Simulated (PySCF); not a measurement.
HCoS: from structure and modes to constants

These are results of UPBE0 in PySCF with Co def2-TZVP, S def2-TZVP, H def2-TZVP; no relativity; density-fitted integrals, not measurements.

The triplet minimum has Cs symmetry. Masses (u): Co 58.93320, S 31.97207, H 1.00782.

```xyz
3
charge 0 multiplicity 3, angstrom
Co    0.2392    0.0000   -0.7246
S    -0.4652    0.0000    1.2777
H     0.7682    0.0000    1.8245
```

Harmonic wavenumbers (cm⁻¹): 388.6 (a', ×1), 557.8 (a', ×1), 2660.4 (a', ×1).

**Question.** Find the principal moments of inertia and the rotational constants. What kind of rotor is it?

**Answer.** About the centre of mass I = 1.761, 95.608, 97.369 u Å². With B = 16.8576/I this gives 9.573, 0.1763, 0.1731 cm⁻¹. The molecule is an asymmetric top with κ = -1.00.

**Question.** Find the vibrational entropy and heat capacity at 298.15 K.

**Answer.** With u = 1.43878 ω/T, each mode gives S = R[u/(eᵘ−1) − ln(1−e⁻ᵘ)] and C = R u² eᵘ/(eᵘ−1)².
| ω (cm⁻¹) | u | S (J/(mol K)) | C (J/(mol K)) |
| --- | --- | --- | --- |
| 388.6 | 1.875 | 4.21 | 6.25 |
| 557.8 | 2.692 | 2.21 | 4.70 |
| 2660.4 | 12.838 | 0.00 | 0.00 |
The sums over all modes are S = 6.4 and C = 11.0 J/(mol K); the softest mode gives 66 % of the entropy.

**Question.** Give the standard entropy (298.15 K, 1 bar) by its translational, rotational, vibrational and spin parts, and Cp.

**Answer.** Sackur–Tetrode with M = 91.91 u gives 165.2; rotation with symmetry number 1 gives 88.9; vibration 6.4; spin R ln 3 = 9.1. The total is 269.7 J/(mol K), and Cp = 4 R + 11.0 = 44.2 J/(mol K).

Other isomers or separated fragments may lie lower. Open d and f shells are described by one determinant, and the ground state may have another occupation or spin.
